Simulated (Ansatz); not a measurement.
Energy difference R1 → P1, each structure at its B3LYP-D3(BJ)/def2-TZVP stationary point, reached from a drawn start; harmonic modes at that level show minima.
R1, C3H4 (SMILES C#CC) (charge 0, multiplicity 1):
```xyz
7

C     -0.938    -0.092    -0.125
C      0.497     0.049     0.066
C      1.680     0.165     0.224
H     -1.166    -0.966    -0.739
H     -1.353     0.787    -0.622
H     -1.449    -0.210     0.833
H      2.728     0.267     0.363
```
P1, C3H4 (SMILES C=C=C) (charge 0, multiplicity 1):
```xyz
7

C      1.300     0.008     0.000
C      0.000     0.000     0.000
C     -1.300    -0.008     0.000
H      1.867    -0.654    -0.644
H      1.859     0.679     0.643
H     -1.868     0.631    -0.666
H     -1.859    -0.655     0.667
```

P less R. No zero-point or thermal terms.

Frozen-core correlation throughout. CBS: X⁻³ extrapolation of the correlation energy, Hartree–Fock from the larger set.

The values were computed with Ansatz (a program for electronic structure). Each number belongs to the level named beside it.

Estimate the reaction energy that CCSD(T)/CBS(cc-pVTZ, cc-pVQZ) returns for this input.

63 meV

What is the computed reaction energy (wB97X-V/def2-TZVPP)?

-1 meV

What reaction energy does B3LYP/def2-TZVPP give?

-86 meV
